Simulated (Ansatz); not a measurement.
CH3O (SMILES C[O]), charge 0, multiplicity 2, relaxed at each level with Ansatz (a first-principles code); harmonic frequencies from differences of analytic forces, average atomic masses, frozen cores. Open shells are unrestricted.

```json
[
 {"level": "HF/def2-TZVPP", "C1–O2 (Å)": "1.3779", "C1–H3 (Å)": "1.0845", "C1–H4 (Å)": "1.0874", "C1–H5 (Å)": "1.0845", "O2–C1–H3 (°)": "111.6", "O2–C1–H4 (°)": "106.2", "O2–C1–H5 (°)": "111.6", "dipole (D)": "1.93"},
 {"level": "PBE/def2-TZVPP", "C1–O2 (Å)": "1.3527", "C1–H3 (Å)": "1.1107", "C1–H4 (Å)": "1.1220", "C1–H5 (Å)": "1.1107", "O2–C1–H3 (°)": "114.4", "O2–C1–H4 (°)": "105.4", "O2–C1–H5 (°)": "114.4", "dipole (D)": "2.09"},
 {"level": "r2SCAN/def2-TZVPP", "C1–O2 (Å)": "1.3572", "C1–H3 (Å)": "1.1005", "C1–H4 (Å)": "1.1089", "C1–H5 (Å)": "1.1005", "O2–C1–H3 (°)": "113.6", "O2–C1–H4 (°)": "105.3", "O2–C1–H5 (°)": "113.6", "dipole (D)": "2.02"},
 {"level": "B3LYP/def2-TZVPP", "C1–O2 (Å)": "1.3620", "C1–H3 (Å)": "1.0983", "C1–H4 (Å)": "1.1075", "C1–H5 (Å)": "1.0983", "O2–C1–H3 (°)": "113.4", "O2–C1–H4 (°)": "105.4", "O2–C1–H5 (°)": "113.4", "dipole (D)": "2.06"},
 {"level": "PBE0/def2-TZVPP", "C1–O2 (Å)": "1.3547", "C1–H3 (Å)": "1.0992", "C1–H4 (Å)": "1.1075", "C1–H5 (Å)": "1.0992", "O2–C1–H3 (°)": "113.5", "O2–C1–H4 (°)": "105.3", "O2–C1–H5 (°)": "113.5", "dipole (D)": "2.01"},
 {"level": "wB97X-V/def2-TZVPP", "C1–O2 (Å)": "1.3656", "C1–H3 (Å)": "1.0988", "C1–H4 (Å)": "1.1065", "C1–H5 (Å)": "1.0988", "O2–C1–H3 (°)": "113.0", "O2–C1–H4 (°)": "105.1", "O2–C1–H5 (°)": "113.0", "dipole (D)": "2.04"},
 {"level": "MP2/cc-pVTZ", "C1–O2 (Å)": "1.3742", "C1–H3 (Å)": "1.0915", "C1–H4 (Å)": "1.0979", "C1–H5 (Å)": "1.0915", "O2–C1–H3 (°)": "112.8", "O2–C1–H4 (°)": "105.1", "O2–C1–H5 (°)": "112.8", "dipole (D)": "1.90"},
 {"level": "CCSD(T)/cc-pVDZ", "C1–O2 (Å)": "1.3813", "C1–H3 (Å)": "1.1113", "C1–H4 (Å)": "1.1167", "C1–H5 (Å)": "1.1113", "O2–C1–H3 (°)": "113.3", "O2–C1–H4 (°)": "105.2", "O2–C1–H5 (°)": "113.3", "dipole (D)": "1.84"}
]
```
